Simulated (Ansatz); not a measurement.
This geometry of CH7NSSi (11 atoms, charge 0, multiplicity 1) is a first-order saddle point.

All numbers below come from RKS r2SCAN-D4/6-31G* (Ansatz 0.2.0).

```xyz
11
Properties=species:S:1:pos:R:3
Si -0.275 1.454 0.106
N 0.550 -0.164 -0.224
C 0.002 -1.399 0.359
S -0.907 1.546 -1.871
H 0.010 0.231 -1.461
H -1.262 1.224 1.199
H 0.764 2.405 0.597
H 1.571 -0.148 -0.196
H -1.078 -1.416 0.177
H 0.176 -1.461 1.440
H 0.449 -2.273 -0.127
```

Task: Which two structures does it join? (They come from a converged band through this point; their orientation in space is the band's.)

Result: Bonds broken: S4–H5. Bonds formed: N2–H5.

Initial state:

```xyz
11
Properties=species:S:1:pos:R:3
Si -0.145 1.276 0.134
N 0.678 -0.218 0.322
C 0.057 -1.529 0.447
S -1.326 1.355 -1.666
H -0.312 1.067 -2.511
H -1.185 1.580 1.158
H 0.931 2.304 0.159
H 1.662 -0.192 0.559
H -0.946 -1.496 0.005
H -0.043 -1.857 1.494
H 0.629 -2.289 -0.102
```

Final state:

```xyz
11
Properties=species:S:1:pos:R:3
Si -0.469 1.500 0.050
N 0.667 -0.110 -0.193
C -0.042 -1.375 0.144
S -1.963 1.366 -1.258
H 0.915 -0.115 -1.187
H -0.642 1.294 1.527
H 0.669 2.465 -0.106
H 1.540 -0.031 0.336
H -0.973 -1.388 -0.429
H -0.278 -1.358 1.210
H 0.576 -2.247 -0.095
```

Task: How far does it lie above each of them?

Result: 22.9 kcal/mol above the first and 18.9 kcal/mol above the second. This is the barrier of this one path; another mechanism may lie lower. The orbitals stay closed-shell, which can raise the energy where a bond breaks towards radicals; this wasn't checked here.

Run time: 84 s on 2 threads of AMD EPYC 9R45 96-Core Processor (Zen 5) (shared host), peak memory 0.18 GiB.
